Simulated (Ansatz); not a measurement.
Computed with Ansatz on PBE0-D4/def2-TZVP structures; ΔE is electronic, products minus reactants. CCSD(T)/CBS is the MP2 limit (def2-TZVPP, def2-QZVPP) plus CCSD(T) − MP2 in def2-TZVPP, frozen cores. Each species was taken in one conformer, which may not be the lowest.

Consider the substitution at a C–C bond: `CC(N)BF` + `OC1N[SiH2]1` → `CN1[SiH2]C1O` + `NCBF`.

```csv
species,SCS-MP2/def2-TZVPP energy (Eh)
`CC(N)BF`,-259.44652
`OC1N[SiH2]1`,-459.78401
`CN1[SiH2]C1O`,-499.00103
`NCBF`,-220.22228
```

**Question.** Work out ΔE.

**Answer.** ΔE = (-499.00103) + (-220.22228) − (-259.44652) − (-459.78401) = 0.00722 Eh = +4.5 kcal/mol. CCSD(T)/CBS gives +5.2 kcal/mol.

Largest T1 diagnostic among the species: 0.013.

From PBE to PBE0 (25 % exact exchange), in def2-TZVPP and without D4, ΔE moves by +0.8 kcal/mol. In def2-TZVPP, CCSD(T) changes the Hartree–Fock value by +0.8 kcal/mol (the triples alone add −0.1 kcal/mol) and MP2 by +0.7 kcal/mol.
